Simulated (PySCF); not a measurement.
# One molecule, several mistakes: B2H5N2 anion

These are calculations, not measurements. The program is PySCF 2.14.0, an open-source quantum chemistry code, run on an isolated molecule that a program drew, which may never have been made. The molecule is B2H5N2 anion (charge -1, singlet), drawn as the SMILES string `N=B[BH2-]N`.

Each row is a Hartree-Fock (HF) and frozen-core CCSD(T) single point in the aug-cc-pVDZ basis, meant for a local HF minimum. Run 1 is clean. Each other run has one planted mistake out of seven kinds, and not every kind appears here: one electron removed, one electron added, multiplicity raised by two, geometry at a saddle point, minimal basis STO-3G, one bond length entered in bohr, all coordinates scaled. The reference is restricted for singlets and unrestricted otherwise, and also for a bond in bohr. Adding or removing an electron swaps singlet and doublet. Electrons count all cores. HOMO and LUMO are orbital energies over both spins, the gradient is its largest component, and the lowest frequency (negative if imaginary) is given only where the gradient is small. Bond lengths are over the 8 bonds as drawn. T1 is the CCSD diagnostic: over 0.02 (restricted) or 0.045 (unrestricted) a single reference is doubtful.

Geometry of the clean run:
```xyz
9
B2H5N2 anion, angstrom
N    -3.2946    1.3493    0.3997
B    -2.2804    0.6778    0.0791
B    -0.8731   -0.2631   -0.3887
N    -0.9239   -0.8437   -1.8452
H    -4.0613    1.8798    0.7050
H    -0.7681   -1.1929    0.4309
H     0.1182    0.4780   -0.2657
H    -1.0250   -0.1113   -2.5272
H    -1.7255   -1.4374   -1.9740
```

```
run,electrons,basis functions,<S^2>,HOMO (eV),LUMO (eV),gradient (hartree/bohr),lowest frequency (cm^-1),mean bond (Å),longest bond (Å),T1,HF (hartree),CCSD(T) (hartree),mistake
1,30,137,0.000,-4.24,3.64,3.3e-05,164,1.2579,1.756,0.0148,-161.22567,-161.84294,no fault
2,30,25,0.000,-0.77,17.10,9.9e-02,-,1.2579,1.756,0.0169,-159.01776,-159.25941,minimal basis STO-3G
3,30,137,2.016,0.28,3.30,5.1e-02,-,1.2579,1.756,0.0377,-161.12870,-161.71695,multiplicity raised by two
4,29,137,0.772,-10.50,-0.49,5.5e-02,-,1.2579,1.756,0.0428,-161.14297,-161.72889,one electron removed
5,30,137,0.074,-2.59,3.45,2.6e-02,-,1.3962,2.351,0.0297,-161.13700,-161.75740,?
6,30,137,0.000,-4.46,3.64,3.2e-02,-,1.2944,1.807,0.0155,-161.21897,-161.84301,?
```

**Which mistake was planted in run 5, and what did it cost?**

The mean bond changes by a factor of 1.110 and the longest by 1.339, so the molecule wasn't scaled as a whole. A length L in bohr read as angstrom grows by (1/0.5292 - 1) L = 0.890 L. The 8 bonds together grew by 8 x 0.1383 = 1.106 Å, which gives L = 1.244 Å. That is the length of one of the B-H bonds, 1.244 Å in the clean geometry. So the mistake is: one bond length entered in bohr. Subtracting run 1 and multiplying by 627.51 kcal/mol a hartree, the energy moved by 55.6 kcal/mol in HF and 53.7 kcal/mol in CCSD(T).

**Which mistake was planted in run 6, and what did it cost?**

The mean and the longest bond both change by the same factor, 1.029, and the gradient is no longer small. So the mistake is: all coordinates scaled. Subtracting run 1 and multiplying by 627.51 kcal/mol a hartree, the energy moved by 4.2 kcal/mol in HF and 0.0 kcal/mol in CCSD(T).

Cautions from the logs. Run 3: the HOMO is above zero, so the electron isn't bound and the energy depends on the basis.
